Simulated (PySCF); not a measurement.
Constitutional and geometric isomers with formula CH4S2. Isolated molecules, 0 K electronic values unless said otherwise. One relaxed conformer stands for each flexible species; it need not be the lowest. Strings in code marks are SMILES.

Quantity: vertical ionisation energy (energy after one electron is removed minus that of the parent at the parent's geometry), in eV.

Case: `CSS` (C–S–S–H torsion 88°). Geometry of `SSC` (neutral, multiplicity 1, Å):

```xyz
7

C     -0.9715    -0.0947    -0.0598
S      0.4334    -0.6487     0.9435
S      2.0425    -0.2758    -0.2602
H     -1.8661    -0.3500     0.5132
H     -0.9399     0.9832    -0.2160
H     -0.9922    -0.6178    -1.0148
H      2.2937     1.0038     0.0942
```

What is the computed vertical ionisation energy (energy after one electron is removed minus that of the parent at the parent's geometry) (minus the HOMO energy of PBE-D3(BJ)/def2-TZVP // r2SCAN-D4/def2-TZVP (PySCF))?

5.71 eV.
